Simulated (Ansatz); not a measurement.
Question: Name a neutral molecule of B, O, Si and H with size of the dipole moment (B3LYP/def2-TZVPP) between 0.90 and 1.20 D and HOMO energy (PBE/def2-TZVPP) between -6.00 and -5.70 eV (Ansatz, PBE0-D4/def2-TZVP geometry).

Answer: `[SiH3][SiH]1BO1` (1.14 D, -5.88 eV); `B1O[SiH2]1` (1.15 D, -5.98 eV). Other molecules can fit too; these were computed, each in one conformer that needn't be the lowest.

B3LYP here is the variant with VWN-RPA as its local correlation; programs differ in this.
